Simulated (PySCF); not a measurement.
# What settings do to a single point of [Bi(OH)2]+

The sound run of [Bi(OH)2]+ (singlet) uses PySCF 2.14.0, RKS BP86, Bi def2-SVP with ECP60, O def2-SVP, H def2-SVP; non-relativistic Hamiltonian with scalar-relativistic core potentials where named; density fitting; no spin-orbit coupling, grid (50, 194), threshold 1e-8 Eh and 55 cycles, at the relaxed geometry:

```xyz
5

Bi    0.0910    1.2493   -0.1018
O     0.0016    0.1556    1.6324
H    -0.0694   -0.8269    1.6250
O     0.0016   -0.1106   -1.6360
H    -0.0694   -1.0790   -1.4698
```

There Bi1 has a Mulliken charge of 1.28 e and the dipole about the centre of mass is 1.62 D. Each run below changes one thing and starts from free metal ions and neutral atoms unless it says otherwise; with 55 cycles, smearing, a level shift and second-order steps follow where DIIS fails, and their cycles count. Energy shifts count from the sound run.

```tsv
change	outcome	cycles	energy shift (eV)	largest force component (eV/Å)	charge on Bi1 (e)	dipole about the centre of mass (D)
grid (40, 110)	converged	11	0.0074	0.05	1.28	1.62
charge changed by +4, spin kept, limit 82 cycles	not converged	82	–	–	–	–
all coordinates × 1.12	converged	12	1.40	4.04	1.22	1.52
```

Problem. How does the run with this change end: start from the bare core Hamiltonian, limit 89 cycles?

Solution. outcome converged, cycles 12, energy shift (eV) 0.0000, largest force component (eV/Å) 0.01, charge on Bi1 (e) 1.28, dipole about the centre of mass (D) 1.62.

Forces carry noise of the integration grid, about 0.01 to 0.03 eV/Å.
